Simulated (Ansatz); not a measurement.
Mulliken charges of C2H6Se, SMILES `CC[SeH]` from PBE/def2-TZVPP in Ansatz (PBE0-D4/def2-TZVP geometry).

```tsv
atom	x (Å)	y (Å)	z (Å)	charge (e)
C1	-0.463	0.620	-0.595	-0.219
C2	0.220	-0.652	-0.144	-0.196
Se3	1.467	-0.399	1.344	-0.097
H4	-1.113	0.420	-1.452	0.080
H5	0.267	1.377	-0.886	0.090
H6	-1.081	1.040	0.202	0.079
H7	0.845	-1.071	-0.935	0.110
H8	-0.496	-1.420	0.148	0.116
H9	0.441	0.038	2.300	0.037
```

Question: By hand: the dipole of these point charges (1 e Å = 4.8032 D).

Answer: Σ q r = (-0.183, -0.011, -0.152) e Å, of length 0.238 e Å = 1.14 D.

Question: How does the dipole of the full density compare? (Best estimate.)

Answer: The calculation gave: (-0.267, 0.007, -0.180) e Å, 1.55 D; the point charges give 0.74 times that, at 7° from its direction.

Point charges leave out the atoms' own dipoles, such as those of lone pairs, and Mulliken's split depends on the basis, so the two needn't agree.
